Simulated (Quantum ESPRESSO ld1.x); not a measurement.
The numbers below are computed, except where a source is named.
Radial electron density D(r) = 4 pi r^2 rho(r) of an atom or ion with 3 electrons. Level of theory: Dirac Kohn-Sham, relativistic LDA (MacDonald-Vosko exchange, VWN5 correlation), spin-unpolarised, spherical densities, point nucleus (ld1.x of Quantum ESPRESSO 7.5).

| r (bohr) | D(r) (e/bohr) |
|---|---|
| 0.002231 | 1.113 |
| 0.002456 | 1.325 |
| 0.002704 | 1.574 |
| 0.002976 | 1.868 |
| 0.003276 | 2.212 |
| 0.003606 | 2.616 |
| 0.003969 | 3.087 |
| 0.004369 | 3.634 |
| 0.004771 | 4.212 |
| 0.005252 | 4.936 |
| 0.005781 | 5.767 |
| 0.006363 | 6.716 |
| 0.007005 | 7.793 |
| 0.00771 | 9.009 |
| 0.008487 | 10.37 |
| 0.009342 | 11.88 |
| 0.01028 | 13.54 |
| 0.01132 | 15.35 |
| 0.01246 | 17.28 |
| 0.01372 | 19.33 |
| 0.0151 | 21.45 |
| 0.01662 | 23.61 |
| 0.01829 | 25.75 |
| 0.02014 | 27.79 |
| 0.02217 | 29.66 |
| 0.0244 | 31.27 |
| 0.02686 | 32.52 |
| 0.02956 | 33.31 |
| 0.03254 | 33.56 |
| 0.03554 | 33.26 |
| 0.03912 | 32.30 |
| 0.04306 | 30.69 |
| 0.0474 | 28.46 |
| 0.05217 | 25.72 |
| 0.05743 | 22.60 |
| 0.06322 | 19.28 |
| 0.06959 | 15.98 |
| 0.0766 | 12.92 |
| 0.08431 | 10.26 |
| 0.09281 | 8.169 |
| 0.1022 | 6.696 |
| 0.1125 | 5.827 |
| 0.1238 | 5.467 |
| 0.1363 | 5.454 |
| 0.15 | 5.597 |
| 0.1651 | 5.709 |
| 0.1817 | 5.642 |
| 0.2 | 5.316 |
| 0.2202 | 4.725 |
| 0.2424 | 3.934 |
| 0.2647 | 3.124 |
| 0.2914 | 2.256 |
| 0.3207 | 1.499 |
| 0.353 | 0.9105 |
| 0.3886 | 0.5015 |
| 0.4278 | 0.2484 |
| 0.4709 | 0.1095 |
| 0.5183 | 0.04257 |
| 0.5705 | 0.01440 |
| 0.628 | 0.004188 |
| 0.6913 | 0.001031 |

What is the nuclear charge?

Answer. Z = 30. The innermost maximum, from 1s, lies near gamma/Z bohr with gamma = sqrt(1 - (Z/c)^2) = 0.976, here 0.0325 bohr (found: 0.0323), and its height grows with Z. The density is that of the zinc ion Zn27+ in [He] 2s1; the configuration itself is not fixed sharply by these data, and Z only to about a unit. D(r) has 2 maxima, at r = 0.0323, 0.169 bohr, and minima at 0.130 bohr, inside which lie 2.12 electrons.
